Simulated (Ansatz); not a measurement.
`C[S][Sn]([Cl])([Cl])[S]C`, charge 0, multiplicity 1.

Question: Give a relaxed structure at PBE0-D4/def2-TZVP (Ansatz). (Estimate.)

Answer: The calculation gave: 
Cartesian coordinates in Å:
```
C -0.541 -2.101 1.070
S 0.196 -1.887 -0.580
Sn 1.433 0.086 -0.136
Cl 2.570 0.590 -2.090
Cl 2.964 -0.258 1.568
S 0.077 1.905 0.553
C -0.978 2.009 -0.926
H -1.108 -1.220 1.371
H 0.221 -2.331 1.813
H -1.221 -2.948 0.984
H -0.403 2.321 -1.797
H -1.727 2.770 -0.705
H -1.482 1.064 -1.125
```
Point group C2.
This is one stationary point; other conformers may exist.
